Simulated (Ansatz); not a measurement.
This geometry of AlH5O2Si (9 atoms, charge 0, multiplicity 1) is a first-order saddle point.

Computed with Ansatz, RKS PBE0-D4/6-31G*.

```xyz
9
Properties=species:S:1:pos:R:3
O -0.616 2.120 -0.619
Al -0.363 1.097 0.718
Si 0.474 -1.182 0.310
O 0.314 -1.650 -1.294
H -1.301 2.323 -1.254
H -0.573 1.717 2.176
H 1.892 -1.312 0.785
H -0.302 -2.191 1.089
H 0.563 -0.968 -1.928
```

Task: Which two structures does it join? (They come from a converged band through this point; their orientation in space is the band's.)

Result: No bond is made or broken.

First end point:

```xyz
9
Properties=species:S:1:pos:R:3
O -1.034 2.194 -0.444
Al -0.271 1.224 0.749
Si 0.362 -1.117 0.281
O 0.276 -1.543 -1.342
H -1.267 1.823 -1.301
H -0.032 1.962 2.140
H 1.717 -1.424 0.851
H -0.587 -2.048 0.960
H 0.926 -1.117 -1.911
```

Last end point:

```xyz
9
Properties=species:S:1:pos:R:3
O -0.619 1.498 -0.893
Al -0.271 1.040 0.734
Si 0.490 -1.253 0.391
O 0.356 -1.395 -1.270
H -0.951 2.365 -1.147
H -0.495 2.077 1.927
H 1.896 -1.512 0.831
H -0.341 -2.288 1.080
H 0.022 -0.577 -1.669
```

Task: How far does it lie above each of them?

Result: 13.5 kJ/mol above the first and 20.0 kJ/mol above the second. This is the barrier of this one path; another mechanism may lie lower.

The run took 9.2 min on 1 thread of Intel(R) Xeon(R) Processor @ 2.70GHz (shared host), peak memory 0.17 GiB.
